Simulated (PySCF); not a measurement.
# Relaxation of singlet SnSe₂

Computed with PBE0 in PySCF with Sn def2-TZVP with ECP28, Se def2-TZVP; scalar-relativistic core potentials, no spin–orbit coupling; density-fitted integrals. A (50,194) grid was used.

A hand-made linear start, of D∞h symmetry, held to at least that symmetry:

```xyz
3
charge 0 multiplicity 1, angstrom
Sn    0.0000    0.0000    0.0000
Se    0.0000    0.0000    2.3700
Se    0.0000    0.0000   -2.3700
```

Problem. What forces act on the atoms at the start (eV/Å)?

Solution. 
| atom | Fx | Fy | Fz |
| --- | --- | --- | --- |
| Sn1 | 0.00 | 0.00 | 0.00 |
| Se2 | 0.00 | 0.00 | -1.15 |
| Se3 | 0.00 | 0.00 | 1.15 |

Problem. What does it relax to?

Solution. It ends at D∞h with Sn–Se 2.303 Å (×2); Se–Sn–Se 180.0°. A frequency run shows a minimum.

Problem. How much energy is released, and in how many steps?

Solution. 7.9 kJ/mol in 3 steps.

The relaxation took roughly 2.1 core-minutes on a shared host.
